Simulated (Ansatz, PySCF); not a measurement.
Cl2 (SMILES ClCl), singlet, at a GFN2-xTB geometry, with bond 1-2 at 1.4 times its length. Base run: PySCF with CASSCF(2,2)/STO-3G.

PySCF was given this input:
```python
from pyscf import gto, scf, mcscf
import numpy

mol = gto.M(
    atom='''
Cl    0.00000000    0.00000000   -1.81516671
Cl    0.00000000    0.00000000    1.00842595
''',
    basis='sto-3g',
    verbose=4,
)

mf = scf.RHF(mol)
mf.kernel()
mc = mcscf.CASSCF(mf, 2, 2)
mc.fix_spin_(ss=0.0)
mc.kernel()
occ = numpy.linalg.eigvalsh(mc.fcisolver.make_rdm1(mc.ci, mc.ncas, mc.nelecas))[::-1]
ss = mc.fcisolver.spin_square(mc.ci, mc.ncas, mc.nelecas)[0]
print('natural occupations', occ.round(4), ' <S^2>', round(ss, 4))
```

Programs used: Ansatz (a first-principles code), PySCF; a row that names a program was run with it.

The base run was repeated with changes; each row names its change, and settings that it needs were set with it.

```
change                                                ΔE vs base (mEh)  natural occupations  <S^2> of the state
----------------------------------------------------  ----------------  -------------------  ------------------
base                                                             0.000            1.50 0.50                0.00
start = MP2 natural orbitals                                     0.000            1.50 0.50                0.00
correction = SC-NEVPT2                                          -0.617            1.50 0.50                0.00
fix_spin_ = off                                                  0.000            1.50 0.50                0.00
state_average = 2 states                                         1.304                    -                   -
orbitals = fixed (CASCI)                                         1.754            1.51 0.49                0.00
solver = newton                                                  0.000            1.50 0.50                0.00
orbitals = fixed (CASCI); correction = SC-NEVPT2                -0.543            1.51 0.49                0.00
code = ansatz                                                    0.001                    -                   -
active space = 6 electrons, 4 orbitals                          -0.514  2.00 2.00 1.50 0.50                0.00
code = ansatz; correction = SC-NEVPT2, all electrons            -0.615                    -                   -
```

Active orbitals are taken around the Fermi level unless the row says otherwise; CASSCF can end in different local minima, and two programs can end on different orbitals. State-averaged rows give the lowest state.
